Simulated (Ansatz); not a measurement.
`CC(C)C#N` and `C[CH]([GeH3])C#N` differ in one atom or group.

Ansatz, PBE0-D4/def2-TZVP geometries, multiplicity 1. 

Scalar relativity is left out up to krypton.

```tsv
property	`CC(C)C#N`
HOMO energy (ωB97M-V/def2-TZVPP) / eV	-11.55
LUMO energy (B3LYP/def2-TZVPP) / eV	0.19
HOMO energy (PBE0/def2-TZVPP) / eV	-9.22
HOMO–LUMO gap (PBE0/def2-TZVPP) / eV	9.74
LUMO energy (PBE0/def2-TZVPP) / eV	0.52
LUMO energy (ωB97M-V/def2-TZVPP) / eV	2.06
```

(1) What does the change do to each property? (Estimate.)

Results:

(1) Computed: 
| property | `C[CH]([GeH3])C#N` | shift |
| --- | --- | --- |
| HOMO energy (ωB97M-V/def2-TZVPP) / eV | -10.66 | 0.89 |
| LUMO energy (B3LYP/def2-TZVPP) / eV | -0.18 | -0.37 |
| HOMO energy (PBE0/def2-TZVPP) / eV | -8.49 | 0.73 |
| HOMO–LUMO gap (PBE0/def2-TZVPP) / eV | 8.58 | -1.16 |
| LUMO energy (PBE0/def2-TZVPP) / eV | 0.09 | -0.43 |
| LUMO energy (ωB97M-V/def2-TZVPP) / eV | 1.71 | -0.35 |

With PBE0 the HOMO rises by 0.73 eV and the LUMO falls by 0.43 eV, so the gap narrows by about 1.16 eV. PBE moves the HOMO by 0.60 eV and ωB97M-V by 0.89 eV.

B3LYP here is the variant with VWN-RPA as its local correlation; programs differ in this.
